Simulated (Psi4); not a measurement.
Pair of molecules: CH2O (SMILES C=O) (first 4 atoms) with CH6Si (SMILES C[SiH3]); geometry from B3LYP-D3(BJ)/def2-TZVP, rigid monomers moved along the line of their centres of mass till O2···Si6 is 5.87 Å.
(charge 0, multiplicity 1):
```xyz
12

C      0.17192     0.23390    -0.28016
O     -0.81602    -0.03472     0.34573
H      1.15053     0.38757     0.21129
H      0.15313     0.34126    -1.38119
C     -1.32000    -0.75020     6.35691
Si     0.46973    -0.28252     6.06929
H     -1.39362    -1.73182     6.82886
H     -1.85477    -0.78039     5.40774
H     -1.81053    -0.02535     7.00936
H      1.20774    -0.23739     7.35825
H      0.59061     1.05532     5.43973
H      1.15781    -1.26642     5.19753
```

Method: Psi4 with SAPT0/jun-cc-pV(D+d)Z.

Q: Which attractive term is largest, and how does the interaction split up?

A: electrostatics -0.21, exchange 0.00, induction -0.01, dispersion -0.06, total -0.27 kcal/mol; the largest attraction is electrostatics.
